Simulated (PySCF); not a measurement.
# How the method changes the constants of NaTl

State: ¹Σ⁺ (singlet), closed shell. Set-up: basis Na aug-cc-pVDZ, Tl aug-cc-pVDZ-PP with ECP60; scalar-relativistic core potentials; PySCF 2.14. De refers to Na + Tl in their high-spin ground configurations, without counterpoise correction. A positive dipole means Na(−)Tl(+).

```tsv
Level	Re (Å)	ωe (cm⁻¹)	De (eV)	μ (D)
RHF-MP2	3.293	140	0.55	n/a
RHF-SCS-MP2	3.315	136	0.58	n/a
RHF-CCSD	3.322	133	0.70	n/a
RHF-CCSD(T)	3.324	131	0.75	n/a
PBE	3.279	132	0.87	-0.60
revPBE	3.333	127	0.78	-0.55
r²SCAN	3.274	135	0.68	-1.17
TPSSh	3.301	131	0.83	-1.13
PBE0	3.264	137	0.74	-1.15
MN15	3.186	149	0.94	-1.19
```

Problem. Which functional lies closest to RHF-CCSD(T) in De, which farthest, and by how much do they differ from it?

Solution. Closest is PBE0 (-6.0 pm in Re, +4.6 % in ωe, -0.01 eV in De against RHF-CCSD(T) in the same basis), farthest MN15 (-13.8 pm in Re, +13.7 % in ωe, +0.19 eV in De). CCSD(T) converges more slowly with the basis than the functionals do and binds too weakly in this one, so the order can change at the basis-set limit.

Problem. What does a quarter of exact exchange do here, going from PBE to PBE0?

Solution. PBE0 less PBE: -1.5 pm in Re, +3.8 % in ωe, -0.13 eV in De. Exact exchange removes part of the self-interaction that spreads semilocal densities, and in most molecules shortens and stiffens the bond and lowers De; so it does here.

Problem. What does the step from GGA to meta-GGA do here, going from PBE to r²SCAN?

Solution. r²SCAN less PBE: -0.5 pm in Re, +2.3 % in ωe, -0.19 eV in De. 

Correlated steps freeze 5 core orbitals. Closed-shell solutions of metal pairs were not tested for spin polarisation, which can lower them a little. Correlated levels converge slowly with the basis: in double zeta they bind strong bonds too weakly, by up to about 1 eV, and carry superposition errors of some tenths. These are scalar-relativistic numbers at best; spin–orbit coupling would shift them, the dissociation energy most. Where the molecule has an RHF reference, its open-shell atoms are computed with UHF.

The whole job (state search and all levels along the bond) took about 1.5 min on 1 thread of Intel Xeon Platinum 8488C (shared host), peak memory 0.76 GiB.
